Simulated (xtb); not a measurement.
I2Sn, charge +1, doublet, geometry from GFN2-xTB (such geometries of metal compounds can be far from the true shape) (a state made from the parent by changing its charge; the spin is typed, not shown lowest); GFN1-xTB (xtb 6.7.1).

xtb was given this input:
```
$ xtb mol.xyz --gfn 1 --chrg 1 --uhf 1 --json

# file mol.xyz
3

Sn    -0.00242820    -0.00227352     1.36744649
I      0.99109659    -1.68231466    -0.64606286
I     -0.98880584     1.68445949    -0.64398100
```

What the program printed (banner, timings and long lists left out):

```
   ID    Z sym.   atoms
    1   50 Sn     1
    2   53 I      2, 3

           -------------------------------------------------
          |                Calculation Setup                |
           -------------------------------------------------

           -------------------------------------------------
          |                 G F N 1 - x T B                 |
           -------------------------------------------------

          ...................................................
          :                      SETUP                      :
          :.................................................:
          :  # basis functions                  30          :
          :  # atomic orbitals                  27          :
          :  # shells                            9          :
          :  # electrons                        17          :
          :  # halogen bonds                     0          :
          :  max. iterations                   250          :
          :  Hamiltonian                  GFN1-xTB          :
          :  restarted?                      false          :
          :  GBSA solvation                  false          :
          :  PC potential                    false          :
          :  electronic temp.          300.0000000     K    :
          :  accuracy                    1.0000000          :
          :  -> integral cutoff          0.2500000E+02      :
          :  -> integral neglect         0.1000000E-07      :
          :  -> SCF convergence          0.1000000E-05 Eh   :
          :  -> wf. convergence          0.2000000E-04 e    :
          :  Broyden damping             0.4000000          :
          :  net charge                          1          :
          :  unpaired electrons                  1          :
          ...................................................

 iter      E             dE          RMSdq      gap      omega  full diag
   1     -9.9865447 -0.998654E+01  0.380E+00    3.19       0.0  T
   2     -9.9892505 -0.270572E-02  0.278E+00    3.61       1.0  T
   3     -9.9884184  0.832120E-03  0.680E-01    3.26       1.0  T
   4     -9.9898516 -0.143320E-02  0.188E-02    3.46       3.1  T
   5     -9.9898516 -0.506559E-08  0.618E-03    3.46       9.3  T
   6     -9.9898516 -0.544261E-08  0.132E-05    3.46    4389.5  T
   7     -9.9898516 -0.117240E-12  0.659E-06    3.46    8761.6  T

   *** convergence criteria satisfied after 7 iterations ***

[...]
         :: total energy              -9.984262779610 Eh    ::
[...]
         9        1.0012           -0.6325104             -17.2115 (HOMO)
        10                         -0.5054141             -13.7530 (LUMO)
        11                         -0.4532362             -12.3332
        12                         -0.4304772             -11.7139
        13                         -0.3257603              -8.8644
        14                         -0.3199569              -8.7065
        15                         -0.3136952              -8.5361
        16                         -0.2974065              -8.0928
        17                         -0.2891829              -7.8691
        18                         -0.2836149              -7.7176
        19                         -0.2779214              -7.5626
        20                         -0.2741981              -7.4613
       ...                                ...                  ...
        27                          0.4143874              11.2761
      -------------------------------------------------------------
                  HL-Gap            0.1270963 Eh            3.4585 eV
             Fermi-level           -0.6039404 Eh          -16.4341 eV

  Mulliken/CM5 charges         n(s)   n(p)   n(d)
     1Sn    0.62355  0.59254   2.018  1.142  0.217
     2I     0.18823  0.20373   2.018  4.807 -0.012
     3I     0.18822  0.20373   2.018  4.807 -0.012

Wiberg/Mayer (AO) data.
largest (>0.10) Wiberg bond orders for each atom

 ---------------------------------------------------------------------------
     #   Z sym  total        # sym  WBO       # sym  WBO       # sym  WBO
 ---------------------------------------------------------------------------
     1  50 Sn   2.098 --     2 I    1.049     3 I    1.049
     2  53 I    1.480 --     1 Sn   1.049     3 I    0.431
     3  53 I    1.480 --     1 Sn   1.049     2 I    0.431
 ---------------------------------------------------------------------------

Topologies differ in total number of bonds
Writing topology from bond orders to xtbtopo.mol

 dipole moment from electron density (au)
     X       Y       Z
  -0.0040  -0.0038   2.2646  total (Debye):    5.756

           -------------------------------------------------
          | TOTAL ENERGY               -9.984262779610 Eh   |
          | GRADIENT NORM               0.016375762466 Eh/α |
          | HOMO-LUMO GAP               3.458465915077 eV   |
           -------------------------------------------------

normal termination of xtb
```
